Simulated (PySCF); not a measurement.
C2H11NOSi2.
Z-matrix (Å and degrees, PBE0-D3(BJ)/def2-SVP geometry), rows numbered from 1:
```
N 
Si  1  1.7665
C   2  1.8795  1  110.38
C   3  1.5348  2  117.73  1   -69.59
Si  4  1.8881  3  116.63  2    68.53
O   5  1.6558  4  112.53  3   -66.79
H   1  1.0182  2  116.00  3   -64.20
H   1  1.0180  2  115.48  3   167.79
H   2  1.4928  1  105.50  3  -121.48
H   2  1.5004  1  112.34  3   120.51
H   3  1.1065  2  107.28  1    55.95
H   3  1.1057  2  104.90  1   166.93
H   4  1.1058  3  109.68  2  -170.89
H   4  1.1046  3  110.56  2   -54.92
H   5  1.5049  4  107.03  3    56.64
H   5  1.4914  4  108.93  3   174.08
H   6  0.9839  5  112.12  4    53.24
```

Computed with PySCF at PBE0/pcSseg-1, non-relativistic, on one gas-phase PBE0-D3(BJ)/def2-SVP geometry that isn't relaxed in the solvent. The solvent is an IEF-PCM continuum (Bondi radii, 1.10 Å for H, scaled by 1.2). Only the electrostatic response of the medium enters.

```csv
run,E − E(gas) (kcal/mol),HOMO (eV),HOMO–LUMO gap (eV),dipole (D)
gas,0.00,-7.71,8.13,3.25
P,-4.76,-7.68,8.44,3.76
Q,-2.67,-7.71,8.34,3.53
```

**Question.** The runs were made in chloroform and cyclohexane. Which run belongs to which solvent?

**Answer.** P = chloroform, Q = cyclohexane. The dielectric constants are 2.017 (cyclohexane), 4.711 (chloroform), and the energy falls further as ε rises. In this model the ground state sees the solvent through ε alone.

**Question.** How constant is the ratio of the lowering to (ε − 1)/(2ε + 1)?

**Answer.** 
```json
{"solvent": "cyclohexane", "(ε − 1)/(2ε + 1)": "0.202", "E − E(gas) (kcal/mol)": "-2.67", "ratio (kcal/mol)": "-13.2", "polarisation term (kcal/mol)": "-2.81"}
{"solvent": "chloroform", "(ε − 1)/(2ε + 1)": "0.356", "E − E(gas) (kcal/mol)": "-4.76", "ratio (kcal/mol)": "-13.4", "polarisation term (kcal/mol)": "-5.21"}
```

The ratio changes by +1.2 % in size from cyclohexane to chloroform. The polarisation term is half the interaction of the solute with the induced surface charges.

The run took 39 s of wall time on one thread, Arm Neoverse N1 (aarch64), on a shared host, and the process peaked at 0.94 GiB of memory. This is the whole shielding run at PBE0/pcSseg-1 in chloroform, SCF included.
